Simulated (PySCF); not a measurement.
# Working with the constants of CsCl

PBE0 constants of CsCl, ¹Σ⁺ (singlet), closed shell (PySCF, spin-free X2C with a Gaussian nucleus, basis sets Cs x2c-TZVPall, Cl x2c-TZVPall; masses 132.9054 and 34.9689 u):

| Item | Value |
| --- | --- |
| ωe | 217.3 cm⁻¹ |
| ωexe | 0.732 cm⁻¹ |
| Be | 0.072949 cm⁻¹ |
| αe | 0.000339 cm⁻¹ |
| D (centrifugal) | 3.29e-08 cm⁻¹ |
| De to Cs + Cl | 4.43 eV |

Q: Give the vibrational terms G(v) and spacings up to v = 6.

A: G(v) = ωe(v+½) − ωexe(v+½)².

```
v  G(v) (cm⁻¹)  G(v) − G(v−1)  Bv (cm⁻¹)
0        108.5                   0.07278
1        324.3          215.8    0.07244
2        538.7          214.4    0.07210
3        751.6          212.9    0.07176
4        963.0          211.4    0.07142
5       1173.0          210.0    0.07108
6       1381.5          208.5    0.07075
```

Q: How well does the Morse estimate ωe²/(4ωexe) reproduce De, and what is D0?

A: It gives 2.00 eV, 45 % of the computed De. D0 = De − G(0) = 4.43 − 0.01 = 4.42 eV.

Measured values (Huber and Herzberg, Constants of Diatomic Molecules (1979)): ωe = 214.17 cm⁻¹, ωexe = 0.731 cm⁻¹, Be = 0.07209149 cm⁻¹, αe = 0.00033756 cm⁻¹.

Spin–orbit coupling is left out, which matters for elements this heavy, above all for dissociation energies.
